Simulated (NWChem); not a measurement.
# Si₂H₅O₂F; SMILES O[SiH2][Si@@H](O)F

```xyz
10

O      0.8953    -2.1543     0.3176
Si    -0.6235    -1.4252     0.1987
Si    -0.0810     0.7657    -0.4667
O     -0.7354     1.8735     0.5985
F      1.5731     0.7106    -0.2924
H      1.6046    -1.4833     0.2801
H     -1.3674    -1.4184     1.5087
H     -1.4629    -2.1567    -0.8123
H     -0.3061     1.1989    -1.8919
H     -0.6351     2.8122     0.3592
```
Atoms are numbered in this order, from 1.

Computed with NWChem. Pople sets run with spherical d functions. Geometry: optimised at PBE-D3(BJ)/def2-SVP. Atomic charges in e: unrestrained fits to the electrostatic potential beside Mulliken populations; buried atoms are poorly determined by the fit.

For level Hartree-Fock/6-31G*:

ESP O1: -0.68
Mulliken O1: -0.91
ESP Si2: 0.65
Mulliken Si2: 0.76
ESP Si3: 0.76
Mulliken Si3: 1.12
ESP O4: -0.78
Mulliken O4: -0.89
Mulliken F5: -0.56

Problem. What are these values for level B3LYP/def2-SVP?

Solution. 
| Quantity | Value |
|---|---|
| ESP O1 | -0.57 |
| Mulliken O1 | -0.41 |
| ESP Si2 | 0.53 |
| Mulliken Si2 | 0.44 |
| ESP Si3 | 0.64 |
| Mulliken Si3 | 0.67 |
| ESP O4 | -0.67 |
| Mulliken O4 | -0.40 |
| Mulliken F5 | -0.37 |
